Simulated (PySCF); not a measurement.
F4Se, charge -1, quartet, at a GFN2-xTB geometry of the parent state (a state made from the parent by changing its charge; the spin is typed, not shown lowest) (a gas-phase anion, which may not be bound at this level); PySCF with HF/3-21G.

The PySCF input:
```python
from pyscf import gto, scf

mol = gto.M(
    atom='''
Se   -0.000257    0.000685    0.132425
F     1.147607    1.568263   -0.130961
F     1.569159   -1.147982   -0.116094
F    -1.147122   -1.569557   -0.119176
F    -1.568674    1.146688   -0.134043
''',
    basis='3-21g',
    charge=-1,
    spin=3,
    verbose=4,
)

mf = scf.ROHF(mol)
mf.kernel()
```

The log (banner, timings and long lists left out):

```
PySCF version 2.14.0

[INPUT] verbose = 4
[INPUT] num. atoms = 5
[INPUT] num. electrons = 71
[INPUT] charge = -1
[INPUT] spin (= nelec alpha-beta = 2S) = 3
[INPUT] symmetry False subgroup None
[INPUT] Mole.unit = angstrom
[INPUT] Symbol           X                Y                Z      unit          X                Y                Z       unit  Magmom
[INPUT]  1 Se    -0.000257000000   0.000685000000   0.132425000000 AA   -0.000485659614   0.001294462395   0.250246982046 Bohr   0.0
[INPUT]  2 F      1.147607000000   1.568263000000  -0.130961000000 AA    2.168662928634   2.963587561289  -0.247480422999 Bohr   0.0
[INPUT]  3 F      1.569159000000  -1.147982000000  -0.116094000000 AA    2.965280755896  -2.169371575930  -0.219385864705 Bohr   0.0
[INPUT]  4 F     -1.147122000000  -1.569557000000  -0.119176000000 AA   -2.167746411463  -2.966032866894  -0.225210000621 Bohr   0.0
[INPUT]  5 F     -1.568674000000   1.146688000000  -0.134043000000 AA   -2.964364238726   2.166926270325  -0.253304558915 Bohr   0.0

nuclear repulsion = 414.777640985242
number of shells = 30
number of NR pGTOs = 114
number of NR cGTOs = 58
basis = 3-21g
ecp = {}

******** <class 'pyscf.scf.rohf.ROHF'> ********
method = ROHF
initial guess = minao
damping factor = 0
level_shift factor = 0
DIIS = <class 'pyscf.scf.diis.CDIIS'>
diis_start_cycle = 1
diis_space = 8
diis_damp = 0
SCF conv_tol = 1e-09
SCF conv_tol_grad = None
SCF max_cycles = 50
direct_scf = True
direct_scf_tol = 1e-13
num. doubly occ = 34  num. singly occ = 3
Set gradient conv threshold to 3.16228e-05
init E= -2780.70164308447

WARN: HOMO -0.0458879484671212 >= LUMO -0.0458877405847406

cycle= 1 E= -2783.64387573349  delta_E= -2.94  |g|= 0.886  |ddm|= 1.83
  HOMO = 0.207097687474211  LUMO = 0.337180022012327  gap/eV = 3.53972
cycle= 2 E= -2783.72031848733  delta_E= -0.0764  |g|= 0.638  |ddm|= 0.879
  HOMO = 0.213909607242071  LUMO = 0.379723812782589  gap/eV = 4.51203
cycle= 3 E= -2783.80072635035  delta_E= -0.0804  |g|= 0.0577  |ddm|=  0.4
  HOMO = 0.224871187839904  LUMO = 0.379159677148484  gap/eV = 4.19840
cycle= 4 E= -2783.80815240837  delta_E= -0.00743  |g|= 0.0835  |ddm|= 0.169
  HOMO = 0.224021617544531  LUMO = 0.383155439132262  gap/eV = 4.33025
cycle= 5 E= -2783.81131032516  delta_E= -0.00316  |g|= 0.0645  |ddm|= 0.0876
  HOMO = 0.218354365944982  LUMO = 0.392928664494034  gap/eV = 4.75041
cycle= 6 E= -2783.81568318852  delta_E= -0.00437  |g|= 0.0337  |ddm|= 0.193
  HOMO = 0.211501954480786  LUMO = 0.398128657271915  gap/eV = 5.07837
cycle= 7 E= -2783.81635427506  delta_E= -0.000671  |g|= 0.00901  |ddm|= 0.0771
  HOMO = 0.211325064271062  LUMO = 0.39865839087563  gap/eV = 5.09760
cycle= 8 E= -2783.81639822006  delta_E= -4.39e-05  |g|= 0.00339  |ddm|= 0.0225
  HOMO = 0.210633873499855  LUMO = 0.398393265506384  gap/eV = 5.10919
cycle= 9 E= -2783.81640731941  delta_E= -9.1e-06  |g|= 0.0012  |ddm|= 0.00922
  HOMO = 0.210674419463629  LUMO = 0.398564098393144  gap/eV = 5.11274
cycle= 10 E= -2783.81641092438  delta_E= -3.6e-06  |g|= 0.000712  |ddm|= 0.00746
  HOMO = 0.210697759167243  LUMO = 0.398533937411706  gap/eV = 5.11128
cycle= 11 E= -2783.8164124223  delta_E= -1.5e-06  |g|= 0.000285  |ddm|= 0.00298
  HOMO = 0.21075904332193  LUMO = 0.398503433994377  gap/eV = 5.10879
cycle= 12 E= -2783.81641279379  delta_E= -3.71e-07  |g|= 0.00011  |ddm|= 0.00187
  HOMO = 0.210749820297923  LUMO = 0.39851510157385  gap/eV = 5.10935
cycle= 13 E= -2783.81641283875  delta_E= -4.5e-08  |g|= 4.39e-05  |ddm|= 0.0006
  HOMO = 0.210742745599574  LUMO = 0.398518031750103  gap/eV = 5.10963
cycle= 14 E= -2783.81641284553  delta_E= -6.78e-09  |g|= 1.69e-05  |ddm|= 0.000211
  HOMO = 0.210742715666097  LUMO = 0.39851679076333  gap/eV = 5.10959
cycle= 15 E= -2783.81641284648  delta_E= -9.47e-10  |g|= 7.11e-06  |ddm|= 7.88e-05
  HOMO = 0.210742395789477  LUMO = 0.398517090223995  gap/eV = 5.10961
Extra cycle  E= -2783.81641284657  delta_E= -8.64e-11  |g|= 4.33e-06  |ddm|= 1.61e-05
converged SCF energy = -2783.81641284657
```
